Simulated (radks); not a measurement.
The numbers below are computed, except where a source is named.
Gd LVI, configuration [He] 2s2 2p5. Code: a radial shooting solver on a logarithmic mesh with Libxc functionals. Model: scalar-relativistic Kohn-Sham, PBEsol, spin-polarised, spherical densities, finite nucleus; open shells are filled with parallel spins first (spin-orbit coupling, left out, can overturn this in heavy ions); Fermi nuclear charge, rms radius 5.1569 fm.

Unscreened Slater integrals over Kohn-Sham orbitals (cm^-1). They are taken over the spin-up orbitals. Empty in this configuration: 3s.

\begin{tabular}{lr}
integral & value \\ \hline
F0(2p,2p) & 2496600 \\
F2(2p,2p) & 1187100 \\
F0(2p,2s) & 2300100 \\
G1(2p,2s) & 1305700 \\
F0(2p,1s) & 3389900 \\
G1(2p,1s) & 657940 \\
F0(2p,3s) & 1192500 \\
G1(2p,3s) & 127790 \\
F0(2s,2s) & 2177100 \\
F0(2s,1s) & 3074100 \\
G0(2s,1s) & 314660 \\
F0(2s,3s) & 1167100 \\
G0(2s,3s) & 102540 \\
F0(1s,1s) & 9495700 \\
F0(1s,3s) & 1379700 \\
G0(1s,3s) & 75828 \\
F0(3s,3s) & 912840 \\
\end{tabular}

Derived for the open shells (J is the average intra-shell exchange parameter used in DFT+U). 2p: J = F2/5 = 237400 cm^-1.
